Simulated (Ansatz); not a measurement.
A structure relaxed at B3LYP-D4/def2-SVPD in Ansatz, charge -1, doublet:

Cartesian coordinates in Å:
```
Zn -1.453 0.429 1.269
Zn 1.982 -0.909 0.917
Zn -0.186 -0.740 -1.110
S 0.520 1.645 0.490
S -1.919 -1.495 -0.011
S 1.056 1.071 -1.555
```

(1) Give its formula.

(2) Summarise the bond lengths by kind (pairs closer than 1.2 times the sum of covalent radii, bridged metal pairs left out).

Results:

(1) Zn₃S₃⁻.

(2) 4 × S–Zn 2.19 to 2.44 Å; 1 × S–S 2.19 Å.

Another isomer (doublet) lies 2.30 eV lower at PBE0-D4/def2-TZVPD; other spin states weren't run for this one.
